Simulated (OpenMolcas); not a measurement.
# What dynamic correlation does to the levels of C

```
Program             : OpenMolcas
Basis               : ANO-R3 [4s4p2d1f]
Scalar Hamiltonian  : X2C, finite nucleus
Active space        : 2 electrons in 3 orbitals (2p)
State averaging     : 2S+1 = 3 even, 3 roots; 2S+1 = 1 even, 6 roots
Spin-orbit coupling : state interaction with AMFI integrals over the reference wave functions, term energies averaged over their components
```

Methods on the same reference wave functions:
A. CASSCF
B. SS-CASPT2, IPEA 0.25 Eh, imaginary shift 0.1 Eh (closed shells correlated: 1s 2s)

Energies in cm⁻¹ above 2s² 2p² ³P₀, the measured ground level; measured values from NIST Handbook of Basic Atomic Spectroscopic Data.

| Level | A | B | Measured |
| --- | --- | --- | --- |
| 2s² 2p² ³P₀ | 0.0 | 0.0 | 0.0 |
| 2s² 2p² ³P₁ | 15.4 | 15.5 | 16.4 |
| 2s² 2p² ³P₂ | 46.2 | 46.2 | 43.4 |
| 2s² 2p² ¹D₂ | 12616 | 10270 | 10193 |
| 2s² 2p² ¹S₀ | 30925 | 23100 | 21648 |

Deviations, from unrounded energies. A percentage is the sum of absolute deviations over the sum of measured energies, with the sign that they share, or ± where signs differ.

| Against measurement | Levels | A | B |
| --- | --- | --- | --- |
| mean absolute deviation (cm-1) | 4 | 2900 | 380 |
| fine structure of the ground term (%) | 2 | ±6.2 | ±6.2 |
| other terms of the ground configuration (%) | 2 | +36.7 | +4.8 |

B lies closest to measurement on these levels. The largest miss of B in the table is 2s² 2p² ¹S₀, by +1400 cm-1. The ranking rests on the paired levels alone, and a cruder setting can come out closer through cancelling errors.

From A to B the spin-free energies of the other terms of 2s² 2p² shown, above ³P, scale by factors of 0.75 to 0.81.

The lowest spin-free term lies below A's lowest term by 0.085 hartree in B.

Term energies are means over components that CASPT2 splits; among the terms shown or strongly mixed into the levels shown the widest spread is 83 cm-1 (2s² 2p² ¹D, B). With the s shell closed, the reference lacks s² → p² mixing. Without dynamic correlation excited terms often stand tens of per cent too high (terms of higher spin than the ground term too low), and those without a measured partner can miss by more than the paired ones (holds for A). Measured partners are found by configuration, term and J. A level has none where our copy of the source lacks it or the pairing is in doubt (some pairs that miss far off the trend of their configuration count as doubtful), and it then counts in no deviation. Levels of configurations outside the active space are missing.
